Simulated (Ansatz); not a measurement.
Consider the hydrogenolysis of the Si–C bond: `C[SiH](F)[SiH2]S` + H₂ → `F[SiH2][SiH2]S` + CH₄.

Gas-phase electronic energies from Ansatz, PBE0-D4/def2-TZVP geometries. CCSD(T)/CBS adds triple-zeta CCSD(T) − MP2 to the extrapolated MP2 energy (def2 sets, frozen cores). This one scheme is used for every species. Functionals use def2-TZVPP. B3LYP here is the variant with VWN-RPA as its local correlation; programs differ in this. Each species was taken in one conformer, which may not be the lowest.

**Question.** Is it downhill or uphill in electronic energy at CCSD(T)/CBS, and by how much? (An estimate is asked.)

**Answer.** Computed: Downhill: ΔE = -0.19 eV.

**Question.** What do these levels give: r2SCAN-D4, PBE0-D4, B3LYP-D4, ωB97X-V, B2PLYP, PBE, PBE0, MP2/def2-TZVPP, CCSD/def2-TZVPP, HF/def2-QZVPP, MP2/def2-QZVPP, MP2/CBS(def2)? (An estimate is asked.)

**Answer.** The calculation gave: r2SCAN-D4 -0.17, PBE0-D4 -0.19, B3LYP-D4 -0.22, ωB97X-V -0.21, B2PLYP -0.26, PBE -0.23, PBE0 -0.24, MP2/def2-TZVPP -0.16, CCSD/def2-TZVPP -0.25, HF/def2-QZVPP -0.44, MP2/def2-QZVPP -0.15, MP2/CBS(def2) -0.14 eV.

Largest T1 diagnostic among the species: 0.012.

The D4 term adds +0.10 eV with B3LYP and +0.06 eV with PBE0; it sums over pairs of atoms, weighted by their polarisabilities, and B3LYP, whose exchange is more repulsive, gets the larger term. In def2-TZVPP, CCSD(T) changes the Hartree–Fock value by +0.23 eV (the triples alone add +0.04 eV) and MP2 by +0.28 eV.
